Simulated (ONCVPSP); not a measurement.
**Br: excitation energies, all-electron against ONCV**

```
Element                 : bromine
Generator               : ONCVPSP 4.0.1
Type                    : optimised norm-conserving Vanderbilt (ONCV)
Functional              : LDA (Perdew-Zunger)
Relativity              : fully relativistic
Frozen core             : [Ne]
Valence charge          : 25
Reference configuration : 3s2 3p6 3d10 4s2 4p5
Partial waves           : 3s+4s: rc 1.00 bohr, ncon 4, nbas 8, qcut 15.7 1/bohr, 3 projectors, debl 1.1 Ha; 3p+4p: rc 0.80 bohr, ncon 4, nbas 7, qcut 18.8 1/bohr, 2 projectors; 3d: rc 0.80 bohr, ncon 4, nbas 8, qcut 17.1 1/bohr, 2 projectors, debl 3.4 Ha
Local potential         : polynomial inside 0.80 bohr (lpopt 5, dvloc0 1 Ha)
Core correction         : Teter function fitted to the true core (icmod 2), fcfact 0.3
```

Open shells are filled in proportion to 2j + 1.

Energies are relative to the spin-unpolarised reference configuration 3s2 3p6 3d10 4s2 4p5; without spin polarisation the order of configurations can differ from experiment.

Q: Give the all-electron excitation energy and the error of the potential for: 3s2 3p6 3d10 4s2 4p4; 3s2 3p6 3d10 4s2 4p3; 3s2 3p6 3d10 4s2 4p2; 3s2 3p6 3d10 4s2 4p4.5.

A:

| valence configuration | charge | ΔE all-electron (eV) | error AE − PS (meV) |
| --- | --- | --- | --- |
| 3s2 3p6 3d10 4s2 4p4 | +1 | 12.714 | +2.5 |
| 3s2 3p6 3d10 4s2 4p3 | +2 | 35.664 | +6.1 |
| 3s2 3p6 3d10 4s2 4p2 | +3 | 69.893 | +11 |
| 3s2 3p6 3d10 4s2 4p4.5 | +0.5 | 5.153 | +1.1 |
